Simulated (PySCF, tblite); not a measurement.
Isomers of [C6H10N3]+ (charge +1), one GFN2-xTB conformer each. Single-point energies are computed at PBE0/pcSseg-1 (PySCF, gas phase, no added dispersion term), electronic only.

Problem. Rank them by PBE0/pcSseg-1 energy, lowest first (kJ/mol).
A. `[CH2:1]=[CH:2][c:3]1[cH:4][n+:5]([CH3:6])[n:7][n:8]1[CH3:9]` (charge +1) with C1–C2–C3–C4 -3°
B. `[CH3:1][n:2]1[cH:3][cH:4][n+:5]([CH:6]2[CH2:7][CH2:8]2)[n:9]1` (charge +1) with C4–N5–C6–C7 -35°

Solution. A (0.0), B (38.6).

As drawn, the higher has a three-membered ring, which the lower lacks. GFN2-xTB itself gives, in the same order: 0.0, 2.3. Both levels put the same isomer lowest.

Problem. Which frontier levels and rotational constants go with these structures?

Solution. 
```tsv
SMILES	HOMO (eV, PBE0/pcSseg-1)	LUMO (eV)	A, B, C (MHz)
C=Cc1c[n+](C)nn1C	-11.62	-5.79	2669, 1370, 915.9
Cn1cc[n+](C2CC2)n1	-12.53	-5.75	5354, 1005, 911.7
```

Problem. What happens when harmonic zero-point energies from GFN2-xTB frequencies are added?

Solution. 
```tsv
SMILES	ZPE (kJ/mol)	electronic (kJ/mol)	with ZPE (kJ/mol)
C=Cc1c[n+](C)nn1C	409.4	0.0	0.0
Cn1cc[n+](C2CC2)n1	415.0	38.6	44.2
```

The zero-point energies span 5.6 kJ/mol. The order is unchanged.
